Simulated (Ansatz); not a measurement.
Computed with Ansatz on PBE0-D4/def2-TZVP structures; ΔE is electronic, products minus reactants. CCSD(T)/CBS is the MP2 limit (def2-TZVPP, def2-QZVPP) plus CCSD(T) − MP2 in def2-TZVPP, frozen cores. DFT in def2-TZVPP. For Ga, Se outer-core shells are correlated without core-valence functions, which leaves a few kJ/mol of doubt a bond. Scalar relativity is left out up to krypton. One conformer a species, not always the lowest.

Reaction (redistribution): `[OH][GaH][GaH2]` + `CBC=[Se]` → `[GaH2][GaH2]` + `CB(O)C=[Se]`

```
          species  r2SCAN energy (Eh)
`[OH][GaH][GaH2]`         -3927.32318
       `CBC=[Se]`         -2505.54645
   `[GaH2][GaH2]`         -3852.04951
    `CB(O)C=[Se]`         -2580.84549
```

Q: Work out ΔE.

A: ΔE = (-3852.04951) + (-2580.84549) − (-3927.32318) − (-2505.54645) = -0.02537 Eh = -15.9 kcal/mol. CCSD(T)/CBS gives -17.0 kcal/mol.

Largest T1 diagnostic among the species: 0.018.

In def2-TZVPP, CCSD(T) changes the Hartree–Fock value by +1.7 kcal/mol (the triples alone add +0.6 kcal/mol) and MP2 by +3.0 kcal/mol. From PBE to PBE0 (25 % exact exchange), in def2-TZVPP and without D4, ΔE moves by −1.9 kcal/mol.
